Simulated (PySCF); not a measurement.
Computed with PBE-D3(BJ)/def2-TZVP // TPSS-D3(BJ)/def2-SVP (PySCF). Gas-phase values, no solvent. One relaxed conformer stands for a flexible species; it need not be the lowest. 

Reference species: [Zn(NH2)(SH)] (neutral, multiplicity 1).

```json
{
 "charge on the central atom (Mulliken)": "0.33 e",
 "HOMO–LUMO gap": "4.31 eV"
}
```

Changed species: [Zn(NH2)2] (0 of 2 NH2 replaced by SH; the reference has 1 of 2 NH2 replaced by SH).

Problem. Give the shifts of the charge on the central atom (Mulliken) and HOMO–LUMO gap.

Solution. the charge on the central atom (Mulliken) rises by 0.02 e, to 0.35 e; the HOMO–LUMO gap stays essentially unchanged.
